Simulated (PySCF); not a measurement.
F+: ionisation energy

F+ [He] 2s2 2p4 (3P) → F(2+) [He] 2s2 2p3 (4S), as a difference of total energies. Calculation: PySCF 2.14, in dyall-acv3z (15s9p4d2f, 76 functions); the spin-free X2C one-electron Hamiltonian (Gaussian nucleus). Correlated levels: valence and next inner shell: nothing frozen; virtual orbitals above 40 to 60 times the deepest correlated orbital energy dropped. The calculations carry no spin-orbit coupling.

| method | ionisation energy (eV) |
| --- | --- |
| UHF | 33.377 |
| MP2 (valence and next inner shell) | 34.656 |
| SCS-MP2 (valence and next inner shell) | 34.753 |
| CCSD (valence and next inner shell) | 34.692 |
| CCSD(T) (valence and next inner shell) | 34.722 |

Problem. How much does correlation contribute at CCSD(T) (valence and next inner shell)?

Solution. 34.722 − (33.377) = 1.345 eV, measured against UHF.

Errors of the correlated levels include the incompleteness of this basis.

For comparison: 34.950 eV (measured; NIST levels, between the centres of gravity of the two terms).
